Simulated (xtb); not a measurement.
xtb input (GFN1-xTB):

```bash
xtb mol.xyz --gfn 1 --sp --chrg -1 --uhf 0
```
mol.xyz:
```
4

Sn     0.00062971     0.00084951     0.36831415
F      1.47719731    -0.88396890    -0.68255558
F      0.02382513     1.71992043    -0.68607658
F     -1.50452083    -0.84067105    -0.67755757
```

End of the output:

```
         :::::::::::::::::::::::::::::::::::::::::::::::::::::
         ::                     SUMMARY                     ::
         :::::::::::::::::::::::::::::::::::::::::::::::::::::
         :: total energy             -18.299953070920 Eh    ::
         :: gradient norm              0.025418115967 Eh/a0 ::
         :: HOMO-LUMO gap              6.621033850377 eV    ::
         ::.................................................::
         :: SCC energy               -18.301457279989 Eh    ::
         :: -> electrostatic           0.240162329170 Eh    ::
         :: repulsion energy           0.002167980142 Eh    ::
         :: dispersion energy         -0.000663771073 Eh    ::
         :: halogen bond corr.         0.000000000000 Eh    ::
         :: add. restraining           0.000000000000 Eh    ::
         :: total charge              -1.000000000000 e     ::
         :::::::::::::::::::::::::::::::::::::::::::::::::::::

           -------------------------------------------------
          |                Property Printout                |
           -------------------------------------------------

    * Orbital Energies and Occupations

         #    Occupation            Energy/Eh            Energy/eV
      -------------------------------------------------------------
         1        2.0000           -0.7133314             -19.4107
         2        2.0000           -0.5375644             -14.6279
         3        2.0000           -0.5375644             -14.6279
         4        2.0000           -0.5046928             -13.7334
         5        2.0000           -0.2718800              -7.3982
         6        2.0000           -0.2718800              -7.3982
         7        2.0000           -0.2680441              -7.2939
         8        2.0000           -0.2591916              -7.0530
         9        2.0000           -0.2591916              -7.0530
        10        2.0000           -0.2521522              -6.8614
        11        2.0000           -0.2521522              -6.8614
        12        2.0000           -0.2520403              -6.8584
        13        2.0000           -0.2242519              -6.1022 (HOMO)
        14                          0.0190666               0.5188 (LUMO)
        15                          0.0190666               0.5188
        16                          0.0950697               2.5870
        17                          0.2101554               5.7186
        18                          0.2172323               5.9112
        19                          0.2172323               5.9112
Note: The following floating-point exceptions are signalling: IEEE_DENORMAL
normal termination of xtb
        20                          0.5420057              14.7487
        21                          0.5420057              14.7487
      -------------------------------------------------------------
                  HL-Gap            0.2433185 Eh            6.6210 eV
             Fermi-level           -0.1025926 Eh           -2.7917 eV

  Mulliken/CM5 charges         n(s)   n(p)   n(d)
     1Sn    0.49562  0.56353   1.979  1.069  0.456
     2F    -0.49854 -0.52118   1.850  5.649  0.000
     3F    -0.49854 -0.52118   1.850  5.649  0.000
     4F    -0.49854 -0.52118   1.850  5.649  0.000

Wiberg/Mayer (AO) data.
largest (>0.10) Wiberg bond orders for each atom

 ---------------------------------------------------------------------------
     #   Z sym  total        # sym  WBO       # sym  WBO       # sym  WBO
 ---------------------------------------------------------------------------
     1  50 Sn   2.558 --     4 F    0.853     3 F    0.853     2 F    0.853
     2   9 F    0.886 --     1 Sn   0.853
     3   9 F    0.886 --     1 Sn   0.853
     4   9 F    0.886 --     1 Sn   0.853
 ---------------------------------------------------------------------------

Topologies differ in total number of bonds
Writing topology from bond orders to xtbtopo.mol

 dipole moment from electron density (au)
     X       Y       Z
   0.0050   0.0067   2.9262  total (Debye):    7.438

           -------------------------------------------------
          | TOTAL ENERGY              -18.299953070920 Eh   |
          | GRADIENT NORM               0.025418115967 Eh/α |
          | HOMO-LUMO GAP               6.621033850377 eV   |
           -------------------------------------------------

------------------------------------------------------------------------
------------------------------------------------------------------------
 total:
 SCF:
```
